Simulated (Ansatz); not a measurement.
Consider the cleavage of the Al–Si bond: `N[SiH2][AlH2]` + `N[SiH2]S` → `N[SiH2][S][AlH2]` + `N[SiH3]`.

Calculated with Ansatz (gas phase, PBE0-D4/def2-TZVP geometries, no zero-point term in ΔE). CCSD(T)/CBS adds triple-zeta CCSD(T) − MP2 to the extrapolated MP2 energy (def2 sets, frozen cores). This one scheme is used for every species. Functionals use def2-TZVPP. HSE06 is defined as in plane-wave codes. One conformer a species, not always the lowest.

`N[SiH2][AlH2]`:

```xyz
9

N     1.461   -0.132    0.809
Si   -0.192   -0.562    0.531
Al   -1.123    0.882   -1.226
H     2.046    0.109    0.025
H     1.997   -0.610    1.517
H    -0.926   -0.393    1.820
H    -0.413   -2.003    0.164
H    -2.693    0.998   -1.454
H    -0.157    1.709   -2.186
```

`N[SiH2]S`:

Z-matrix (Å, degrees):
```
Si
S 1 2.151
N 1 1.706 2 111.5
H 1 1.484 2 111.6 3 -117.8
H 1 1.485 2 105.8 3 122.4
H 2 1.343 1 94.3 3 -148.1
H 3 1.006 1 122.1 2 53.2
H 3 1.006 1 120.4 2 -98.6
```

`N[SiH2][S][AlH2]`:

```xyz
10

N    -1.420   -1.021   -0.044
Si   -0.973    0.490    0.619
S     1.047    0.688    1.354
Al    2.084    0.319   -0.518
H    -1.152   -1.250   -0.988
H    -1.467   -1.844    0.535
H    -1.198    1.503   -0.439
H    -1.809    0.747    1.816
H     3.663    0.326   -0.514
H     1.225    0.042   -1.822
```

`N[SiH3]`:

Cartesian coordinates in Å:
```
N -0.256 -1.030 0.110
Si 0.048 0.655 -0.058
H 0.022 -1.504 0.954
H -0.154 -1.636 -0.688
H -0.440 1.331 1.172
H 1.478 1.046 -0.242
H -0.699 1.137 -1.248
```

```
             level  ΔE (kcal/mol)  difference from CCSD(T)/CBS
            PBE-D4          -30.2                          3.2
           ωB97M-V          -34.1                         -0.7
            B2PLYP          -33.3                          0.1
             HSE06          -30.7                          2.7
             BHLYP          -32.9                          0.5
           LC-ωPBE          -31.4                          2.0
CCSD(T)/def2-TZVPP          -33.0                          0.4
    MP2/def2-QZVPP          -36.2                         -2.8
SCS-MP2/def2-QZVPP          -35.2                         -1.8
     MP2/CBS(def2)          -36.4                         -3.0
       CCSD(T)/CBS          -33.4                            0
```

Largest T1 diagnostic among the species: 0.011.

The D4 term adds −1.1 kcal/mol with B3LYP and −0.6 kcal/mol with PBE0; it sums over pairs of atoms, weighted by their polarisabilities, and B3LYP, whose exchange is more repulsive, gets the larger term. From PBE to PBE0 (25 % exact exchange), in def2-TZVPP and without D4, ΔE moves by −1.2 kcal/mol.

B3LYP here is the variant with VWN-RPA as its local correlation; programs differ in this.
